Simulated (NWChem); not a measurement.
Everything below was run with NWChem. System: H2Zn, charge 0, spin multiplicity 1, at a geometry optimised with PBE0/def2-SVP. The structure started from a generated list of species. Level: CCSD(T)/def2-TZVP, 9 core orbitals frozen.

Job file:

```
start mol
memory heap 100 mb stack 700 mb global 1900 mb
geometry units angstroms nocenter noautoz
  Zn     0.000000     0.000000     0.000000
  H      0.000000     0.000000     1.550121
  H      0.000000     0.000000    -1.550121
  symmetry group D2h
end
basis spherical
  * library def2-tzvp
end
scf
  rhf
  nopen 0
  maxiter 100
  thresh 1e-7
  semidirect memsize 60000000 filesize 0
end
tce
  freeze core 9
  ccsd(t)
  2eorb
  2emet 13
  thresh 1e-6
  maxiter 100
  tilesize 24
end
task tce energy
```

NWChem printed:

```
             Northwest Computational Chemistry Package (NWChem) 7.3.0
             --------------------------------------------------------

                                NWChem Input Module
                                -------------------

 Scaling coordinates for geometry "geometry" by  1.889725989
 (inverse scale =  0.529177249)

 Turning off AUTOSYM since
 SYMMETRY directive was detected!

                             Geometry "geometry" -> ""
                             -------------------------

 Output coordinates in angstroms (scale by  1.889725989 to convert to a.u.)

  No.       Tag          Charge          X              Y              Z
 ---- ---------------- ---------- -------------- -------------- --------------
    1 Zn                  30.0000     0.00000000     0.00000000     0.00000000
    2 H                    1.0000     0.00000000     0.00000000     1.55012100
    3 H                    1.0000     0.00000000     0.00000000    -1.55012100

 Effective nuclear repulsion energy (a.u.)      20.6533706494

            Nuclear Dipole moment (a.u.)
            ----------------------------
        X                 Y               Z
 ---------------- ---------------- ----------------
     0.0000000000     0.0000000000     0.0000000000

      Symmetry information
      --------------------

 Group name             D2h
 Group number             26
 Group order               8
 No. of unique centers     2

      Symmetry unique atoms

     1    2


 Summary of "ao basis" -> "" (spherical)
 ------------------------------------------------------------------------------
       Tag                 Description            Shells   Functions and Types
 ---------------- ------------------------------  ------  ---------------------
 *                         def2-tzvp                  on all atoms

 Summary of "ao basis" -> "ao basis" (spherical)
 ------------------------------------------------------------------------------
       Tag                 Description            Shells   Functions and Types
 ---------------- ------------------------------  ------  ---------------------
[...]
         Beta frozen cores :     9
     Alpha frozen virtuals :     0
      Beta frozen virtuals :     0
         Spin multiplicity : singlet
    Number of AO functions :    60
       Number of AO shells :    24
        Use of symmetry is : on
      Symmetry adaption is : on
         Schwarz screening : 0.10D-09

          Correlation Information
          -----------------------
          Calculation type : Coupled-cluster singles & doubles w/ perturbation
   Perturbative correction : (T)
            Max iterations :      100
        Residual threshold : 0.10D-05
     T(0) DIIS level shift : 0.00D+00
     L(0) DIIS level shift : 0.00D+00
     T(1) DIIS level shift : 0.00D+00
     L(1) DIIS level shift : 0.00D+00
     T(R) DIIS level shift : 0.00D+00
     T(I) DIIS level shift : 0.00D+00
   CC-T/L Amplitude update :  5-th order DIIS
                I/O scheme : Global Array Library
        L-threshold :  0.10D-05
        EOM-threshold :  0.10D-05
 no EOMCCSD initial starts read in
 TCE RESTART OPTIONS
 SLICE:      F
 D4D5:       F
 quantumc:   F
 qrotation:  F
 pwtce:      F
 qducc:      F
 nacto:                         0
 nrotv:                         0
 nrot:                          0

            Memory Information
            ------------------
          Available GA space size is     249033200 doubles
          Available MA space size is     104850812 doubles

 Maximum block size supplied by input
 Maximum block size        24 doubles

 tile_dim =     12

 -------------------------------------------------

 Global array virtual files algorithm will be used

 Parallel file system coherency ......... OK

 4-electron integrals stored in orbital form

 v2    file size   =           196464
 4-index algorithm nr.  13 is used
 imaxsize =       30
 imaxsize ichop =        0


CCSD iterations
 ---------------------------------------------------------
 Iter          Residuum       Correlation     Cpu    Wall
 ---------------------------------------------------------
    1   0.2509524553438  -0.4347330950574     1.1     1.1
    2   0.0608744934660  -0.3950964649749     1.1     1.1
    3   0.0231134625858  -0.4108062046126     1.1     1.1
    4   0.0111726538204  -0.4075811601681     1.1     1.1
    5   0.0056697901675  -0.4097952325873     1.1     1.1
    6   0.0017108260887  -0.4094792566637     1.1     1.1
    7   0.0008405109742  -0.4094672602131     1.1     1.1
    8   0.0004452719531  -0.4094841441802     1.1     1.1
    9   0.0002759638714  -0.4094907549869     1.1     1.1
   10   0.0001483638468  -0.4095038734235     1.1     1.1
   11   0.0000191800735  -0.4095148573254     1.1     1.1
   12   0.0000076595641  -0.4095128084463     1.1     1.1
   13   0.0000028597331  -0.4095136404320     1.1     1.1
   14   0.0000019200264  -0.4095134132690     1.1     1.1
   15   0.0000007688673  -0.4095135635965     1.1     1.1
 -----------------------------------------------------------------
 Iterations converged
 CCSD correlation energy / hartree =        -0.409513563596480
 CCSD total energy / hartree       =     -1779.338764490459880

 Singles contributions

 Doubles contributions
 CCSD(T)
 Using plain CCSD(T) code
             total no. of tasks         3225
 total no. of tasks / no. procs         3225
                         wl_min            1           1.0
                         wl_max        46656           6.0
        thresh for no. of tasks         3225

 CCSD[T]  correction energy / hartree =        -0.010910497867354
 CCSD[T] correlation energy / hartree =        -0.420424061463834
 CCSD[T] total energy / hartree       =     -1779.349674988327251
 CCSD(T)  correction energy / hartree =        -0.009007369326407
 CCSD(T) correlation energy / hartree =        -0.418520932922887
 CCSD(T) total energy / hartree       =     -1779.347771859786235

 Task  times  cpu:       24.5s     wall:       24.5s

 Total times  cpu:       24.5s     wall:       24.5s
```
